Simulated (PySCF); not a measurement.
C₄H₄N₂, SMILES c1ncccn1.

Geometry optimised at PBE0-D3(BJ)/def2-SVP.

Level of theory: TDDFT-PBE/def2-SVPD (PySCF).

Vertical excitations. Isolated molecule, no solvent. State labels are in the subgroup C2v.

| state | symmetry | energy (eV) | λ (nm) | f | main pairs |
|---|---|---|---|---|---|
| S1 | B1 | 3.75 | 331 | 0.003 | HOMO→LUMO 99 % |
| S2 | A2 | 3.94 | 315 | 0.000 | HOMO→LUMO+1 99 % |
| S3 | A2 | 5.02 | 247 | 0.000 | HOMO−1→LUMO 98 % |
| S4 | B1 | 5.21 | 238 | 0.004 | HOMO−1→LUMO+1 99 % |
| S5 | B2 | 5.67 | 219 | 0.029 | HOMO−2→LUMO 72 %, HOMO−3→LUMO+1 28 % |
| S6 | B2 | 6.10 | 203 | 0.000 | HOMO→LUMO+2 100 % |
| S7 | A1 | 6.53 | 190 | 0.038 | HOMO−2→LUMO+1 75 %, HOMO−3→LUMO 22 % |
| S8 | A1 | 6.91 | 179 | 0.019 | HOMO→LUMO+3 99 % |
| S9 | B2 | 6.95 | 178 | 0.022 | HOMO→LUMO+4 100 % |
| S10 | A1 | 7.24 | 171 | 0.010 | HOMO−1→LUMO+2 78 %, HOMO−3→LUMO 17 % |
| T1 | B1 | 3.31 | 375 | 0 | HOMO→LUMO 99 % |
| T2 | A2 | 3.70 | 335 | 0 | HOMO→LUMO+1 98 % |
| T3 | A2 | 4.51 | 275 | 0 | HOMO−1→LUMO 98 % |
| T4 | A1 | 4.56 | 272 | 0 | HOMO−2→LUMO+1 83 %, HOMO−3→LUMO 16 % |
Triplets are in the Tamm–Dancoff approximation, which puts them higher than full response would, so one can lie above its singlet here.
